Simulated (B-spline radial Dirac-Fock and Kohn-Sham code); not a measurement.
## Ho³⁺ 3p1/2: cross section and angular parameters

System: holmium as Ho³⁺, configuration [Xe] 4f10; threshold 1947.4 eV (orbital energy of the model). Model: Dirac-Hartree-Slater photoionisation with a Latter tail; cross sections with all multipoles, angular parameters from the dipole term and its interference with E2. Program: a radial B-spline solver.

The run's input, task.json:

```json
{"items": [{
  "Z": 67,
  "q": 3,
  "cfg": [[1, 0, 2], [2, 0, 2], [2, 1, 6], [3, 0, 2], [3, 1, 6], [3, 2, 10], [4, 0, 2], [4, 1, 6], [4, 2, 10], [4, 3, 10], [5, 0, 2], [5, 1, 6]],
  "A": 165,
  "rrms": 5.2022,
  "do": "xps",
  "hv": [52.0, 63.1, 80, 91.6, 99.7, 100, 178.0, 251.0, 300, 304.0, 491.0, 554.0, 797.0, 979.0, 1000, 1080.0, 1240.0, 1670.0, 1980.0, 4000, 4340.0, 4490.0, 5414.7, 6000, 6280.0, 7060.0, 7420.0, 10600.0, 12800.0, 15000]
}]}
```

Run with: `python xray2_run.py task.json out`

| hν (eV) | σ (kb) | β | γ | δ |
| --- | --- | --- | --- | --- |
| 1980 | 58.7 | 0.382 | -0.155 | 0.230 |
| 4000 | 21.2 | 1.587 | -0.015 | 0.001 |
| 4340 | 18.2 | 1.596 | -0.004 | 0.001 |
| 4490 | ? | ? | ? | ? |
| 5414.7 | 11.8 | 1.597 | 0.107 | 0.003 |
| 6000 | 9.53 | 1.590 | 0.190 | 0.004 |
| 6280 | 8.66 | 1.586 | 0.232 | 0.005 |
| 7060 | 6.73 | 1.571 | 0.353 | 0.008 |
| 7420 | 6.04 | 1.564 | 0.410 | 0.010 |
| 10600 | 2.63 | 1.493 | 0.885 | 0.029 |
| 12800 | 1.65 | 1.445 | 1.162 | 0.043 |
| 15000 | 1.11 | 1.401 | 1.405 | 0.059 |

Q: Give the values at 4490 eV.

A: σ = 17.1 kb, β = 1.598, γ = 0.005, δ = 0.001.

Values without a named source are computed, but for edge energies of neutral atoms, which are taken from tables.
